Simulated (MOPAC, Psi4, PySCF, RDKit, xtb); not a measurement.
Two geometries of H₄BrNSi, SMILES N[SiH2]Br, relaxed at B3LYP-D3(BJ)/def2-SVP with one dihedral held; other torsions can differ between them too.

Structure A

```
7

N      1.1057     0.0445    -0.0160
Si    -0.5868    -0.1794     0.1020
Br    -1.4347     0.6514     2.0264
H      1.7499    -0.7321    -0.1045
H      1.5649     0.9478    -0.0333
H     -0.8343    -1.6424     0.0603
H     -1.3531     0.5379    -0.9503
```

Structure B

```
7

N      1.0980     0.0959     0.1107
Si    -0.5757    -0.2622     0.0019
Br    -1.4374    -0.1449    -2.0920
H      1.7900    -0.6406     0.0185
H      1.4741     1.0026    -0.1474
H     -1.3625     0.7267     0.7790
H     -0.7660    -1.6539     0.4788
```

Problem. Which is lower in energy at the level DF-MP2 (frozen core)/cc-pVTZ // B3LYP-D3(BJ)/def2-SVP (Psi4), and by how much?

Solution. B is lower, by 1.08 kcal/mol (dihedral H4–N1–Si2–Br3: 120° in A, -90° in B).

E(B) − E(A) in kcal/mol at the other levels, on the same two geometries: MMFF94 // B3LYP-D3(BJ)/def2-SVP (RDKit) -1.34; B3LYP/def2-TZVP // B3LYP-D3(BJ)/def2-SVP (Psi4) -0.98; B3LYP-D3(BJ)/def2-TZVP // B3LYP-D3(BJ)/def2-SVP (Psi4) -0.99; PBE/def2-TZVP // B3LYP-D3(BJ)/def2-SVP (Psi4) -1.13; PBE-D3(BJ)/def2-TZVP // B3LYP-D3(BJ)/def2-SVP (Psi4) -1.14; M06-2X/def2-TZVP // B3LYP-D3(BJ)/def2-SVP (Psi4) -0.91; HF/cc-pVTZ // B3LYP-D3(BJ)/def2-SVP (Psi4) -0.89; UFF // B3LYP-D3(BJ)/def2-SVP (RDKit) -2.35; PM6, restricted, heats of formation // B3LYP-D3(BJ)/def2-SVP (MOPAC) 0.61; AM1, restricted, heats of formation // B3LYP-D3(BJ)/def2-SVP (MOPAC) 0.14; GFN1-xTB // B3LYP-D3(BJ)/def2-SVP (xtb) 0.80; restricted B3LYP/6-31G*, spherical d // B3LYP-D3(BJ)/def2-SVP (PySCF) -1.31; restricted B3LYP/3-21G // B3LYP-D3(BJ)/def2-SVP (PySCF) -0.87; restricted Hartree-Fock/6-31G*, spherical d // B3LYP-D3(BJ)/def2-SVP (PySCF) -1.01.

MMFF94 has few fitted parameters for silicon.
